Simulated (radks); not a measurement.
Task: These are the eigenvalues of the occupied orbitals of an atom or ion with whole-number occupations (Ry). Method: scalar-relativistic Kohn-Sham, SCAN, spin-polarised, spherical densities, finite nucleus; meta-GGA in the generalised Kohn-Sham scheme; Fermi nuclear charge, rms radius of each element as measured or else 0.836 A^(1/3) + 0.57 fm; computed with a radial shooting solver on a logarithmic mesh with Libxc functionals.

1s: -1108.115
2s: -149.2165
2p: -132.1272
3s: -22.84958
3p: -17.30285
3d: -8.18496
4s: -2.85046
4p: -1.63042

Which element is it, and in what charge state? The configuration may be excited. Open shells, if any, are filled with parallel spins first.

Result: Z = 37, rubidium, charge +1: Rb+ in [Kr]. The list shows which subshells hold electrons but not how many an open one holds; the 1s level, -554.06 hartree, gives Z - s = 33.3 by -(Z - s)^2/2, which with screening and relativity narrows Z to a few neighbours, and the depths of the outer levels then fix element, charge and occupations together.
